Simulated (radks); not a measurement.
Results of a calculation; reference values are marked as such.
Spherical quantum dot in the effective-mass picture: electrons in a hard-walled sphere of radius 2.22, with a point charge +1 (a donor) at the centre, all in effective atomic units (hartree* = m*/eps^2 hartree, bohr* = eps/m* bohr), one dielectric constant everywhere. Level of theory: non-relativistic Kohn-Sham, LDA (Slater exchange, Perdew-Wang correlation), spin-polarised, spherical densities (a radial shooting solver with Libxc functionals). Levels are named by radial order and angular momentum (1s, 1p, 1d, 2s, ...), and open shells are averaged over m. Results are scaled to m* = 0.027 and eps = 10.3, for which hartree* = 6.925 meV and bohr* = 20.19 nm. Each electron was tried in the lowest free levels, single moves between levels near the top were tried too, and the lowest total energy was kept; such a search can miss a lower state. At N = 1 the Hartree and exchange-correlation terms need not cancel, so that row can carry a self-interaction error.

N,open shells,2S,E (meV),mu = E(N) - E(N-1) (meV),addition energy mu(N+1) - mu(N) (meV),e(HOMO) (meV),rms radius (nm)
1,"1s(up 1, down 0)",1,-1.37091,-1.3709,6.007,0.96859,20.75
2,none,0,3.26537,4.6363,12.95,6.9070,21.87
3,"1p(up 1, down 0)",1,20.8512,17.586,4.026,19.567,24.18
4,"1p(up 2, down 0)",2,42.4630,21.612,4.143,23.673,25.38
5,"1p(up 3, down 0)",3,68.2173,25.754,5.347,27.841,26.16
6,"1p(up 3, down 1)",2,99.3190,31.102,3.946,33.051,26.75
7,"1p(up 3, down 2)",1,134.367,35.048,4.038,37.058,27.22
8,none,0,173.452,39.085,12.32,41.118,27.60
9,"1d(up 1, down 0)",1,224.856,51.404,3.859,53.329,28.11
10,"1d(up 2, down 0)",2,280.119,55.263,3.883,57.202,28.53
11,"1d(up 3, down 0)",3,339.266,59.147,3.897,61.093,28.88
12,"1d(up 4, down 0)",4,402.309,63.043,3.905,64.995,29.18
13,"1d(up 5, down 0)",5,469.257,66.948,5.005,68.902,29.45
14,"1d(up 5, down 1)",4,541.210,71.953,3.804,73.850,29.69
15,"1d(up 5, down 2)",3,616.966,75.756,3.826,77.666,29.91
16,"1d(up 5, down 3)",2,696.548,79.582,3.840,81.501,30.10
17,"1d(up 5, down 4)",1,779.971,83.423,3.849,85.346,30.28
18,none,0,867.242,87.271,9.088,89.197,30.44
19,"2s(up 1, down 0)",1,963.601,96.359,6.104,98.898,30.34
20,none,0,1066.06,102.46,6.270,105.03,30.22
21,"1f(up 1, down 0)",1,1174.80,108.73,3.746,110.61,30.41
22,"1f(up 2, down 0)",2,1287.28,112.48,3.752,114.35,30.59
23,"1f(up 3, down 0)",3,1403.51,116.23,3.755,118.11,30.75
24,"1f(up 4, down 0)",4,1523.49,119.99,3.758,121.86,30.91
25,"1f(up 5, down 0)",5,1647.24,123.74,3.759,125.62,31.05
26,"1f(up 6, down 0)",6,1774.74,127.50,3.760,129.38,31.19
27,"1f(up 7, down 0)",7,1906.00,131.26,4.764,133.34,31.31
28,"1f(up 7, down 1)",6,2042.03,136.03,3.710,137.88,31.44
29,"1f(up 7, down 2)",5,2181.77,139.74,3.715,141.59,31.55
30,"1f(up 7, down 3)",4,2325.22,143.45,3.719,145.31,31.66
31,"1f(up 7, down 4)",3,2472.39,147.17,3.722,149.18,31.76
32,"1f(up 7, down 5)",2,2623.29,150.89,3.627,153.13,31.86
33,"2s(up 1, down 0)",1,2777.81,154.52,3.922,156.26,32.16
34,none,0,2936.25,158.44,14.56,161.03,32.04
35,"1g(up 1, down 0)",1,3109.26,173.00,3.669,174.84,32.14
36,"1g(up 2, down 0)",2,3285.93,176.67,3.671,178.51,32.24
37,"1g(up 3, down 0)",3,3466.27,180.34,3.672,182.18,32.33
38,"1g(up 4, down 0)",4,3650.29,184.02,3.673,185.85,32.42
39,"1g(up 5, down 0)",5,3837.97,187.69,3.674,189.53,32.51
40,"1g(up 6, down 0)",6,4029.34,191.36,3.674,193.20,32.59
41,"1g(up 7, down 0)",7,4224.37,195.04,3.675,196.87,32.67
42,"1g(up 8, down 0)",8,4423.09,198.71,3.675,200.55,32.75
43,"1g(up 9, down 0)",9,4625.47,202.39,4.643,204.22,32.82
44,"1g(up 9, down 1)",8,4832.50,207.03,-,208.85,32.89

All shells are closed at N = 2, 8, 18, 20, 34 (there: 1s2 1p6 1d10 2s2 1f14); the second difference of the energy has clear peaks (12 % above both neighbours; the first and last values, which can be the largest, are not judged, and half-filled shells can peak too) at N = 2, 5, 8, 13, 18, 27, 34.
